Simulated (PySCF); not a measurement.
A side-by-side comparison of computed properties.

First species: C4H5ClO2.
Geometry (PBE0-D3(BJ)/def2-SVP, Å), atoms numbered from 1 in this order:
```
atom  x, y, z in Å
O1    -1.5558   -2.1231    0.3679
C2    -1.2027   -1.0284    0.0813
O3    -1.7869   -0.1459   -0.7660
C4    -0.7334    0.8291   -0.5723
C5    -0.0346   -0.1010    0.4207
C6     1.3362   -0.6250    0.0758
Cl7    2.5544    0.6762    0.1887
H8    -0.1878    1.0173   -1.5084
H9    -1.1317    1.7689   -0.1670
H10   -0.0678    0.2454    1.4649
H11    1.6323   -1.4275    0.7642
H12    1.3708   -1.0162   -0.9511
```

Second species: C3H5FGe.
InChI=1S/C3H5FGe/c1-2-5-3-4/h1H,3,5H2

Levels: CAM-B3LYP/def2-SVPD for dipole moment, HOMO energy, LUMO energy, HOMO–LUMO gap, static isotropic polarisability and electronic spatial extent ⟨r²⟩ about the centre of nuclear charge; TDDFT CAM-B3LYP/def2-SVPD for lowest singlet excitation; PBE0-D3(BJ)/def2-SVP for rotational constant A and rotational constant C. Geometries: PBE0-D3(BJ)/def2-SVP. Each structure is a single optimised conformer of the isolated species, non-relativistic unless stated. Electronic properties by PySCF.

Dipoles, sizes and rotational constants follow the conformer. The torsions of the flexible species, by atom-mapped SMILES:
- `[O:1]=[C:2]1[O:3][CH2:4][C@@H:5]1[CH2:6][Cl:7]`: C4–C5–C6–Cl7 72°
- `[CH:1]#[C:2][GeH2:3][CH2:4][F:5]`: C2–Ge3–C4–F5 179°

(1) Which has the higher HOMO energy?

(2) Which of the two has the higher HOMO–LUMO gap, and by how much?

(3) Which of the two has the higher S1 energy, and by how much?

(4) Which of the two has the higher rotational constant A, and by how much?

(5) Which has the higher rotational constant C?

(6) Which of the two has the higher ⟨r²⟩, and by how much?

(7) Which has the higher LUMO energy?

(8) Which of the two has the higher dipole moment, and by how much?

Results:

(1) The second: -9.50 eV against -9.91 eV, a difference of 0.41 eV.

(2) The first: 10.43 eV against 10.31 eV, a difference of 0.12 eV.

(3) The second: 6.09 eV against 5.89 eV, a difference of 0.20 eV.

(4) The second: 8.720 GHz against 5.332 GHz, a difference of 3.388 GHz.

(5) The second: 1.449 GHz against 1.025 GHz, a difference of 0.424 GHz.

(6) The first: 1039 bohr² against 766 bohr², a difference of 273 bohr².

(7) The second: 0.81 eV against 0.52 eV, a difference of 0.29 eV.

(8) The first: 2.53 D against 1.72 D, a difference of 0.81 D.

On the first: No computed singlet falls in the visible range (750 to 380 nm, 1.65 to 3.26 eV); S1 lies 2.63 eV above its blue end. The polarisability is 9.68 Å³ as a volume (1 au = 0.148185 Å³), or 1.05 au for each of the 62 electrons.

On the second: A dipole of 1.72 D is allowed in Cs, and pure rotational transitions are dipole-allowed. S1 lies 4.22 eV below the HOMO–LUMO gap; its leading configuration is HOMO−1→LUMO, weight 0.39, beside HOMO→LUMO+2, weight 0.24. The calculation is non-relativistic and has no spin–orbit coupling, an omission that weighs most on germanium.
